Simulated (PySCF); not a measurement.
**[ReN2]-, singlet: molecular constants**

Computed with PBE0/[Re def2-SVPD with ECP60, N def2-SVPD], scalar-relativistic core potentials, density fitting, no spin–orbit coupling, PySCF.

The structure is a minimum.

- Point group: C2v
- Bond lengths: Re–N 1.684 Å (×2)
- Bond angles: N–Re–N 103.9°
- Zero-point energy: 15.8 kJ/mol
- Enthalpy at 298.15 K above 0 K: 10.71 kJ/mol
- Lowest empty level: 2.52 eV
- Principal polarisabilities: 82.7, 85.5, 87.2 bohr³
- Dipole moment about the centre of mass: 3.35 D
- Highest occupied level: -0.73 eV
- Principal quadrupole moments (Buckingham, traceless) about the centre of mass: -6.20, 0.56, 5.64 D Å
- Rotational symmetry number: 2
- Entropy at 298.15 K and 1 bar: 270.0 J/(mol K)
- Heat capacity Cp at 298.15 K: 41.2 J/(mol K)
- Rotational constants: 0.6419, 0.3425, 0.2234 cm⁻¹

Harmonic modes (masses in u: Re 186.956, N 14.003):
```tsv
symmetry	ω (cm⁻¹)	IR (km/mol)	type
a1	467	0.2	bend
b2	1038	120	stretch
a1	1142	53.8	stretch
```

In C2v the vibrations span 2a1 + b2. Here b1 is antisymmetric to the molecular plane and b2 lies in it.

Charges (e); Mulliken and Löwdin values are unreliable with diffuse functions:
| atom | Mulliken | Löwdin | polar tensor | Mayer order to Re1 |
| --- | --- | --- | --- | --- |
| Re1 | -0.32 | -0.23 | 0.18 | – |
| N2,3 | -0.34 | -0.38 | -0.59 | 2.61 |

Mulliken populations on Re1 (electrons outside its core potential): s 3.52, p 6.51, d 5.20, f 0.09.

Outer orbital energies (eV). occupied: -14.08, -4.99, -4.24, -3.81, -3.39, -3.07, -0.77, -0.73; empty: 2.52, 2.77, 4.91, 5.25.

Formally Re is in oxidation state +5, d2, with 0 unpaired electrons (the high-spin count would be 2). The polar-tensor charge on Re, 0.18, is far below the formal one.

Only a few start shapes were tried, so a lower isomer may exist. The lowest empty level of this anion is unbound, so it and the gap depend on the basis. Spin–orbit coupling, left out here, can matter for elements this heavy.

The final relaxation and frequency run took 20 s on 2 threads of a shared Arm Neoverse N1 host, with 75 basis functions and 7 gradients; the process peaked at 0.72 GiB. Launch command: `OMP_NUM_THREADS=2 python axn.py task.json out`.
